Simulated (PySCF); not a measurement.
# Two-photon absorption: `FC(F)(F)CCBr`, C3H4BrF3

Geometry (Å), atoms numbered from 1 in this order:
```xyz
11

F    -1.5195    1.1725   -0.6307
C    -0.7840    0.1319   -1.0382
F    -1.5324   -0.9662   -0.8817
F    -0.5580    0.2842   -2.3436
C     0.5119    0.0337   -0.2714
C     0.2833   -0.1430    1.2144
Br    1.9649   -0.2815    2.1659
H     1.0785   -0.8138   -0.6837
H     1.0881    0.9485   -0.4730
H    -0.2534    0.7116    1.6446
H    -0.2772   -1.0612    1.4295
```

Method used: TDDFT CAM-B3LYP/def2-TZVPD excited states, vertical, gas phase in PySCF. Geometry: PBE0-D3(BJ)/def2-SVP.

The calculation is non-relativistic, which matters for the atoms heavier than Zn.

(1) Give the one- and two-photon strengths of the lowest singlets.

## Answers

(1) δ for parallel linear polarisation; σ at the peak of a Lorentzian of half width 0.1 eV, single beam; Ω is circular over linear.
```tsv
state	E (eV)	f	photon λ (nm)	δ (au)	σ (GM)	Ω	main
S1	6.16	0.000	402	2.76	0.04	1.50	HOMO→LUMO 0.81, HOMO→LUMO+4 0.10
S2	6.25	0.000	397	6.23	0.09	0.98	HOMO−1→LUMO 0.82, HOMO−1→LUMO+4 0.09
S3	7.52	0.061	330	24.7	0.51	1.50	HOMO→LUMO+1 0.83
S4	7.60	0.068	326	25.9	0.55	1.48	HOMO−1→LUMO+1 0.84
S5	8.21	0.010	302	51.9	1.28	1.50	HOMO→LUMO+2 0.76, HOMO→LUMO+4 0.11
S6	8.24	0.008	301	78.5	1.95	1.25	HOMO→LUMO+3 0.69, HOMO−1→LUMO+2 0.23
```

Among these, the strongest one-photon state is S4, the strongest two-photon state S6, with a dipole change of 0.2 D (relaxed, norm of the difference vector).
